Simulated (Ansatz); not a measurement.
Isolated molecules relaxed with PBE0-D4/def2-TZVP in Ansatz; ΔE leaves out vibrations. CBS: MP2 limit from def2 TZ/QZ plus the TZ coupled-cluster correction, frozen cores. Functionals use def2-TZVPP. No spin–orbit coupling; open shells (•) take unrestricted orbitals. For Br outer-core shells are correlated without core-valence functions, which leaves a few kJ/mol of doubt a bond. Scalar relativity is left out up to krypton. Each species was taken in one conformer, which may not be the lowest.

Reaction (homolysis of the B–O bond): `COB(F)Br` → `F[B]Br`• + `C[O]`•

```csv
level,ΔE (eV)
r2SCANh-D4,5.78
r2SCAN,5.75
CCSD(T)/def2-SVP,6.11
CCSD/def2-TZVPP,6.01
```

(1) What does CCSD(T)/CBS give? (Estimate.)

Largest T1 diagnostic among the species: 0.019.

## Answers

(1) Computed: +6.24 eV. The listed levels differ from it by -0.46, -0.49, -0.13, -0.23 eV.

From BLYP to BHLYP (50 % exact exchange), in def2-TZVPP and without D4, ΔE moves by +0.18 eV. At CCSD(T), def2-SVP lies −0.13 eV from the extrapolated value and def2-TZVPP −0.13 eV. The D4 term adds +0.13 eV with B3LYP and +0.07 eV with PBE0; it sums over pairs of atoms, weighted by their polarisabilities, and B3LYP, whose exchange is more repulsive, gets the larger term.

B3LYP here is the variant with VWN-RPA as its local correlation; programs differ in this.
